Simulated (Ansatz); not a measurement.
The same path of AsH3 + CH5Al (11 atoms, charge 0, multiplicity 1) was run twice with different band settings. Lost on the way: Al1–C2, H5–As6. Made: Al1–As6, C2–H5.

Computed with RKS PBE-D4/def2-SVP (Ansatz).

Relaxed end points:

```xyz
11
Properties=species:S:1:pos:R:3
Al -0.684 -0.687 -0.323
C 0.977 -1.472 0.411
H -0.932 -0.662 -1.911
H -1.918 -0.382 0.658
H 0.562 1.123 -0.347
As -0.009 2.573 -0.320
H 1.859 -1.347 -0.249
H 1.232 -1.078 1.417
H 0.819 -2.568 0.531
H -0.573 2.373 1.097
H -1.334 2.127 -0.964
```

```xyz
11
Properties=species:S:1:pos:R:3
Al -1.076 0.048 -0.281
C 1.362 -1.311 0.361
H -1.002 -0.690 -1.700
H -1.790 -0.651 0.972
H 1.210 -0.213 0.245
As -0.337 2.391 -0.098
H 1.986 -1.661 -0.480
H 1.872 -1.470 1.328
H 0.412 -1.881 0.369
H -1.601 2.729 0.718
H -1.036 2.710 -1.435
```

Common settings: movable images 5; climbing image yes; spring 5.0 eV/Å²; optimiser quadratic models (default); start path through a guess of the saddle point; iteration limit 60; end points relaxed.

| run | force threshold |
| --- | --- |
| 1 | 0.03 eV/Å |
| 2 | 0.2 eV/Å |

(1) What does each run give, and how far can it be trusted?

## Answers

(1) Run 1: converged after 23 iterations, highest image 0.719 eV above the first end. A vibrational analysis at the climbing image gives one clearly imaginary mode, 1033i cm⁻¹: a first-order saddle point.
Run 2: converged after 7 iterations, highest image 0.748 eV above the first end. The threshold of 0.2 eV/Å is loose, so the images may lie well off the minimum-energy path. The order of the point at the top wasn't checked.
The orbitals stay closed-shell, which can raise the energy where a bond breaks towards radicals; this wasn't checked here.
